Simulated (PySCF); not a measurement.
Nb (niobium, neutral) across methods

[Kr] 4d3 5s1 6s1, high-spin 6F determinant (an excited configuration). Calculation: PySCF 2.14, in x2c-TZVPPall with one added diffuse shell each of s, p, d, f type (9s7p7d3f1g, 95 functions); scalar relativity by spin-free X2C-1e.

```json
{"method": "PBE0", "E (hartree)": "-3818.85", "mean ε 4d α (eV)": "-10.483", "mean ε 5s α (eV)": "-8.429", "mean ε 6s α (eV)": "-1.714", "Σ⟨r²⟩ (bohr²)": "128.7", "⟨S²⟩": "8.752"}
{"method": "r2SCAN", "E (hartree)": "-3819.16", "mean ε 4d α (eV)": "-9.512", "mean ε 5s α (eV)": "-7.954", "mean ε 6s α (eV)": "-1.435", "Σ⟨r²⟩ (bohr²)": "128.1", "⟨S²⟩": "8.752"}
{"method": "PBE", "E (hartree)": "-3818.77", "mean ε 4d α (eV)": "-9.065", "mean ε 5s α (eV)": "-7.776", "mean ε 6s α (eV)": "-1.487", "Σ⟨r²⟩ (bohr²)": "127.6", "⟨S²⟩": "8.751"}
{"method": "PBEsol", "E (hartree)": "-3816.60", "mean ε 4d α (eV)": "-9.026", "mean ε 5s α (eV)": "-7.835", "mean ε 6s α (eV)": "-1.468", "Σ⟨r²⟩ (bohr²)": "127.4", "⟨S²⟩": "8.751"}
{"method": "LDA", "E (hartree)": "-3814.55", "mean ε 4d α (eV)": "-8.994", "mean ε 5s α (eV)": "-8.004", "mean ε 6s α (eV)": "-1.474", "Σ⟨r²⟩ (bohr²)": "124.7", "⟨S²⟩": "8.750"}
{"method": "PW91", "E (hartree)": "-3819.45", "mean ε 4d α (eV)": "-9.106", "mean ε 5s α (eV)": "-7.843", "mean ε 6s α (eV)": "-1.490", "Σ⟨r²⟩ (bohr²)": "127.3", "⟨S²⟩": "8.751"}
{"method": "UHF", "E (hartree)": "-3817.09188", "mean ε 4d α (eV)": "-14.115", "mean ε 5s α (eV)": "-10.002", "mean ε 6s α (eV)": "-2.141", "Σ⟨r²⟩ (bohr²)": "132.2", "⟨S²⟩": "8.756"}
{"method": "BLYP", "E (hartree)": "-3819.28", "mean ε 4d α (eV)": "-8.769", "mean ε 5s α (eV)": "-7.604", "mean ε 6s α (eV)": "-1.285", "Σ⟨r²⟩ (bohr²)": "127.9", "⟨S²⟩": "8.751"}
{"method": "B3LYP", "E (hartree)": "-3819.21", "mean ε 4d α (eV)": "-10.044", "mean ε 5s α (eV)": "-8.283", "mean ε 6s α (eV)": "-1.583", "Σ⟨r²⟩ (bohr²)": "128.1", "⟨S²⟩": "8.751"}
```

The outer electron is Rydberg-like, and this basis confines it to a smaller radius and binds it less than a complete one would.
